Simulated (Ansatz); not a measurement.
Saddle point of BSiNH₆F₂, singlet (BNH₂F₂ ([NH2][B]([F])[F]) + SiH₄ → BSiH₃F₂ ([F][B]([F])[SiH3]) + NH₃ (still joined by a long B–N bond); bonds formed: B1–Si6, N2–H5; bonds broken: H5–Si6; bonds weakened to dative contacts: B1–N2), PBE0-D4/def2-TZVP structure:

```
11
angstrom
B -0.2689 0.2662 -0.8772
N 1.2118 0.6996 -0.8359
F -0.5091 -0.7779 -1.6966
F -1.1376 1.2980 -0.8778
H 0.7251 0.1291 0.2402
Si -0.6493 -0.6946 1.2552
H 1.8669 0.1722 -1.3959
H 1.4058 1.6907 -0.8027
H -0.6034 0.1823 2.4604
H -2.0733 -0.9867 0.9436
H 0.0321 -1.9787 1.5866
```

Energies are electronic, without zero-point energy. Barriers and step energies count from the start structure reached by relaxing down the imaginary mode; all methods use the PBE0-D4 structures, on which another method's saddle can fall below an end. Computed with Ansatz 0.2.0 (basis: def2-TZVPP, with def2-QZVPP for the basis limit); correlated methods freeze the cores. B3LYP uses VWN-RPA correlation. Extrapolation: Hartree–Fock as exp(−7.88 √X), correlation as X^−2.97.

```tsv
method	barrier (kcal/mol)	step energy (kcal/mol)
SPW92	?	7.57
PBE-D4	45.80	12.34
BLYP-D4	53.85	17.69
r2SCAN-D4	51.06	15.18
B97M-V	54.82	16.92
PBE0-D4	50.94	13.42
B3LYP-D4	57.37	18.17
r2SCAN0-D4	54.49	15.64
BHLYP-D4	63.60	19.49
CAM-B3LYP-D4	?	18.10
wB97X-V	57.14	15.61
wB97M-V	57.18	17.01
B2PLYP	59.41	18.84
PBE-QIDH	?	15.03
RPA on PBE	58.70	16.84
HF	79.63	27.68
MP2	58.07	17.13
CCSD	62.14	18.00
CCSD(T)	58.75	16.57
```

(1) Fill in the withheld barriers. (Judge from chemistry; the value comes from the calculation.)

The T1 diagnostic stays at or below 0.013. The start structure is not quite a true minimum (one mode of 32i cm⁻¹).

Results:

(1) By the calculation: SPW92 37.78; PBE-QIDH 55.83; CAM-B3LYP-D4 59.11 kcal/mol. Each is the energy of the saddle less that of the start structure, by the same method.

For comparison, the barrier by CCSD(T) at an estimated basis limit (MP2 extrapolated from triple and quadruple zeta, plus CCSD(T) − MP2 in triple zeta) is 58.25 kcal/mol.

Labels in which every atom is bracketed show which atoms are joined, not bond orders.

For scale, one of the runs: CCSD(T)/def2-TZVPP, 250 basis functions, launched by `ansatz run in.yaml --threads 8 --pin off --events-out ev --progress --plain --max-ram 19148MiB`. Hardware: 8 CPU threads of an AMD EPYC 7R43, shared host. Wall time 2.1 min; peak host memory 5.6 GiB.
